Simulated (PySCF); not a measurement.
## TDDFT excited states: H6O4SiTi

Compound: (OH)3Ti-O-SiH3 (singlet state).
Bonds: Ti1–O2, Ti1–O3, Ti1–O4, Ti1–O5, O5–Si6. Hydrogens: H7 on O2; H8 on O3; H9 on O4; H10, H11, H12 on Si6.

The calculation used PySCF 2.14.0, density-fitted response routines, TDDFT PBE0/def2-SVPD, vertical, gas phase, core orbitals frozen in the response. Geometry: PBE0-D3(BJ)/def2-SVP; no solvent, vibrations or thermal averaging.

What does the calculation give for the low-lying excited states?

| state | E (eV) | ν̃ (cm⁻¹) | f | main configurations (H = HOMO, L = LUMO) |
| --- | --- | --- | --- | --- |
| S1 | 5.68 | 45820 | 0.0004 | H-1/H→L (≥67%), H-1/H→L+1 (≥17%) |
| S2 | 5.75 | 46370 | 0.0021 | H-1/H→L+1 (≥46%), H-1/H→L (≥37%) |
| S3 | 5.75 | 46410 | 0.0019 | H-1/H→L+1 (≥55%), H-1/H→L (≥31%) |
| S4 | 5.97 | 48140 | 0.077 | H-1/H→L+1 (≥50%), H-1/H→L (≥21%) |
| S5 | 6.29 | 50760 | 0.0050 | H-2→L (86%) |
| S6 | 6.33 | 51030 | 0.0049 | H-2→L+1 (81%) |
| S7 | 6.54 | 52760 | 0.0014 | H-5→L (53%), H-4→L (22%), H-3→L+1 (9%) |
| S8 | 6.56 | 52940 | 0.0018 | H-5→L+1 (36%), H-3→L (32%), H-4→L (9%) |
| S9 | 6.58 | 53080 | 0.0039 | H-3→L+1 (37%), H-4→L (21%), H-5→L+1 (14%) |
| S10 | 6.66 | 53710 | 0.0041 | H-4→L+1 (36%), H-3→L (22%), H-6→L+1 (10%) |
| S11 | 6.71 | 54090 | 0.0003 | H-1/H→L+2 (≥55%), H-1/H→L+3 (≥29%) |
| S12 | 6.71 | 54140 | 0.0003 | H-1/H→L+2 (≥56%), H-1/H→L+3 (≥29%) |
| S13 | 6.84 | 55140 | 0.014 | H-5→L (24%), H-1/H→L+4 (≥14%), H-1/H→L+5 (≥14%) |
| S14 | 6.84 | 55160 | 0.012 | H-5→L+1 (26%), H-1/H→L+4 (≥15%), H-1/H→L+5 (≥14%) |

Triplets, Tamm–Dancoff:

| state | E (eV) | λ (nm) | main configurations (H = HOMO, L = LUMO) |
| --- | --- | --- | --- |
| T1 | 5.51 | 225.2 | H-1/H→L (≥68%), H-1/H→L+1 (≥13%) |
| T2 | 5.56 | 223.1 | H-1/H→L (≥49%), H-1/H→L+1 (≥31%) |
| T3 | 5.56 | 222.8 | H-1/H→L+1 (≥57%), H-1/H→L (≥20%) |
| T4 | 5.62 | 220.7 | H-1/H→L+1 (≥57%), H-1/H→L (≥24%) |

The lowest singlet comes at 218 nm (548 kJ/mol) in the ultraviolet; it is dark (f under 0.0005); its leading configuration is HOMO-1/HOMO→LUMO (≥67%). The most intense listed level is S4 at 5.97 eV (208 nm, f = 0.077), 0.29 eV above S1. S2/S3, S11/S12 and S13/S14 lie within about 0.01 eV of each other in each set. For S1 the Löwdin share of titanium is at most 11% in HOMO-1 and 76% in LUMO (ligand-to-metal charge transfer by this measure). Orbital energies (eV): HOMO-3 -9.64, HOMO-2 -9.45, HOMO-1 -8.55, HOMO -8.55, LUMO -1.34, LUMO+1 -1.30, LUMO+2 -0.48. Of the 14 states listed, 3 reach f = 0.01 and 3 stay under 0.0005. The listed states span 1.16 eV, and the widest gap between neighbours is 0.32 eV (S4 to S5). Orbitals of the list HOMO-3 to LUMO+2 that lie within 0.01 eV of each other are written together with a slash and their weights summed (≥ marks a lower bound); for degenerate orbitals outside that list single weights are arbitrary. Singlets were solved by full linear response, triplets in the Tamm–Dancoff approximation. The highest level found (6.89 eV, f 0.0010 so far) is left out, since the window may have cut off a degenerate partner.

The run took 8.9 min (with the writing of density and orbital grids) on one thread, Intel Xeon at 2.50 GHz (x86_64), on a shared host, and the process peaked at 1.0 GiB of memory.
